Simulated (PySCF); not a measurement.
**Spinor energies of Ir⁴⁷⁺ (iridium, charge +47)**

Start: [Ar] 3d10 4s2. Calculated with PySCF 2.14 in an even-tempered Gaussian basis (16 s from 6.6 bohr⁻², ratio 2.8; 13 p from 8.5 bohr⁻², ratio 2.8; 8 d from 15 bohr⁻², ratio 2.8; 4 f from 35 bohr⁻², ratio 3): generalised Hartree-Fock with the X2C-1e Hamiltonian and a Gaussian nucleus; one run each with spin-orbit coupling (SO) switched off, then screened by Boettger's factors.

```csv
spinor shell,electrons,"ε, spin-free (eV)","ε, screened SO (eV)",weight of nominal j (screened SO),"rms radius, screened SO (bohr)"
1s1/2,2,-78999.2,-78974.3,1.000,0.0197
2s1/2,2,-15954.4,-15947.1,1.000,0.0794
2p1/2,2,-14189.7,-15364.0,1.000,0.0673
2p3/2,4,-14189.7,-13724.2,1.000,0.0750
3s1/2,2,-5519.7,-5517.7,1.000,0.201
3p1/2,2,-4990.7,-5262.4,1.000,0.191
3p3/2,4,-4990.7,-4881.5,1.000,0.206
3d3/2,4,-4427.6,-4476.6,1.000,0.179
3d5/2,6,-4427.6,-4394.2,1.000,0.183
4s1/2,2,-2639.9,-2639.5,1.000,0.416
```

```json
{"quantity": "E (hartree)", "spin-free": "-16247.18394", "screened SO": "-16271.00422"}
{"quantity": "M_J", "spin-free": "0", "screened SO": "0"}
{"quantity": "⟨J²⟩", "spin-free": "0.000", "screened SO": "0.000"}
{"quantity": "⟨L²⟩", "spin-free": "0.000", "screened SO": "0.074"}
{"quantity": "⟨S²⟩", "spin-free": "0.000", "screened SO": "0.074"}
```

Breit and QED terms are absent; they matter most for the inner s and p1/2 levels.

Densities and radii are taken from the X2C orbitals without a picture-change correction, which distorts them close to the nucleus.

Without spin-orbit coupling the j labels of p, d and f shells carry no meaning; the spin-free column gives the mean over the occupied spinors of each nl shell.
